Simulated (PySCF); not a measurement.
H₂BFSe (SMILES FB[SeH]), singlet, at a GFN2-xTB geometry, atoms displaced at random by about 0.03 Å a coordinate. Base run: PBE/cc-pVDZ, gradient in PySCF.

PySCF was given this input:
```python
from pyscf import gto, scf, dft

mol = gto.Mole()
mol.atom = '''
    B    -0.478968   -0.887477    0.636282
    F     0.419860   -1.587426    1.360976
    H    -1.612119   -1.202441    0.867129
    Se   -0.024645    0.600670   -0.447980
    H    -1.242263    0.989178   -0.811770
'''
mol.basis = 'cc-pvdz'
mol.charge = 0
mol.spin = 0
mol.verbose = 4
mol.build()

mf = dft.RKS(mol)
mf.xc = 'pbe'
mf.kernel()
g = mf.nuc_grad_method()
grad = g.kernel()
```

The coordinate followed is z of atom 4.

Variants of this job, named by their change:

```
change                                                  dE/dx (Eh/bohr)  net force (Eh/bohr)
------------------------------------------------------  ---------------  -------------------
base                                                          -0.014151             0.000127
finite difference step (bohr) = 1e-4; conv_tol = 1e-11        -0.014185                    -
density fitting = on                                          -0.014149             0.000127
finite difference step (bohr) = 0.05; conv_tol = 1e-11        -0.014124                    -
finite difference step (bohr) = 1e-5; conv_tol = 1e-11        -0.014185                    -
conv_tol = 1e-4                                               -0.014243             0.000127
grids.level = 5; grid_response = on                           -0.014192             0.000000
grids.level = 1; grid_response = on                           -0.014185             0.000000
finite difference step (bohr) = 0.2; conv_tol = 1e-11         -0.013204                    -
grids.level = 0; grid_response = off                          -0.014578             0.017448
grid_response = on                                            -0.014185             0.000000
density fitting = on; auxbasis_response = off                 -0.014176             0.001221
```

The net force is zero for an exact gradient.
